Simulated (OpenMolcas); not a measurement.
Cr4+ in Cs2ZrCl6

Cr4+ with its 6 nearest chloride ions at 2.357 Å, on the Zr site of Cs2ZrCl6 (a = 10.407 Å, distance in the model lattice 2.446 Å). The rest of the host is ab initio model potentials to 7.6 Å and point charges beyond; the distance is set by hand and nothing relaxes. Ligand basis ANO-RCC-VDZP.

| Property | Result |
| --- | --- |
| Program | OpenMolcas 26.06 |
| Method | CASSCF |
| Basis | ANO-RCC-VTZP [6s5p3d2f1g] |
| Scalar Hamiltonian | DKH2, point nucleus |
| Active space | 2 electrons in 5 orbitals (3d) |
| State averaging | 2S+1 = 3 even, 10 roots; 2S+1 = 1 even, 15 roots |
| Spin-orbit coupling | RASSI with atomic mean-field integrals over the reference wave functions |

The lowest spin-free states (labels of O, the rotations of Oh), above the lowest:

```tsv
State	Degeneracy	E (cm-1)
3T1	3	0.0
1T2	3	14599
3T2	3	14865
1E	2	15166
3T1	3	26515
2S+1 = 1	3	28318
1A1	1	30591
2S+1 = 1	3	31307
3A2	1	34397
1E	2	45841
1A1	1	62053
```

The lowest levels with spin-orbit coupling:

```json
{"E (cm-1)": "0.0", "Degeneracy": "2", "2S+1": "3"}
{"E (cm-1)": "5.9", "Degeneracy": "3", "2S+1": "3"}
{"E (cm-1)": "363.2", "Degeneracy": "3", "2S+1": "3"}
{"E (cm-1)": "539.9", "Degeneracy": "1", "2S+1": "3"}
{"E (cm-1)": "14609", "Degeneracy": "3", "2S+1": "1 (68 %)"}
{"E (cm-1)": "14912", "Degeneracy": "1", "2S+1": "3"}
{"E (cm-1)": "15127", "Degeneracy": "3", "2S+1": "3"}
{"E (cm-1)": "15129", "Degeneracy": "2", "2S+1": "3"}
{"E (cm-1)": "15159", "Degeneracy": "3", "2S+1": "3 (68 %)"}
{"E (cm-1)": "15357", "Degeneracy": "2", "2S+1": "1"}
{"E (cm-1)": "26479", "Degeneracy": "1", "2S+1": "3"}
{"E (cm-1)": "26599", "Degeneracy": "3", "2S+1": "3"}
{"E (cm-1)": "26797", "Degeneracy": "3", "2S+1": "3"}
{"E (cm-1)": "26815", "Degeneracy": "2", "2S+1": "3"}
{"E (cm-1)": "28521", "Degeneracy": "3", "2S+1": "1"}
{"E (cm-1)": "30794", "Degeneracy": "1", "2S+1": "1"}
{"E (cm-1)": "31500", "Degeneracy": "3", "2S+1": "1"}
{"E (cm-1)": "34597", "Degeneracy": "3", "2S+1": "3"}
{"E (cm-1)": "46036", "Degeneracy": "2", "2S+1": "1"}
{"E (cm-1)": "62249", "Degeneracy": "1", "2S+1": "1"}
```

Powder χT (cm3 K/mol): 0.0555 at 2 K, 0.132 at 10 K, 0.237 at 50 K, 0.361 at 100 K, 0.588 at 200 K, 0.76 at 300 K. The effective moment at 300 K is 2.828 √(χT) = 2.47 μB.

The lowest level has 2S+1 = 3, for which the spin-only value is χT = S(S+1) / 2 = 1.000 cm3 K/mol (g = 2). The computed 0.760 at 300 K differs by -0.240, through orbital momentum, spin-orbit coupling and any other state in reach. With a threefold ground state the orbital momentum is unquenched, so the spin-only value is not expected to hold.

Metal share of the active 3d orbitals (Löwdin): 73, 73, 94, 94, 94 %; Mulliken charge of the metal 0.72.

An orbital triplet at a regular site is open to Jahn-Teller coupling, which can distort the site and quench the lowest spin-orbit gaps and is left out. Without dynamic correlation the repulsion within the d shell is too large (B by tens of per cent), so at a given field states of lower spin stand too high. The least metal-like active orbital is 73 % on the metal (Löwdin) and no ligand orbital is active, so the numbers are rough. Ligand-to-metal charge-transfer states are missing. With no ligand orbital active B as a rule stays too high, so bands that hang on it stand too high and its fall with covalency is understated. With metal d orbitals alone and no dynamic correlation the field as a rule comes out too small, by tens of per cent, by up to half for chloride and softer ligands. No measured value stands beside these numbers; the geometry was set by hand and not optimised.

The RASSCF and RASSI steps took 20 s on 1 thread of Intel(R) Xeon(R) 6975P-C (Granite Rapids) (shared host); the integral step is not counted.
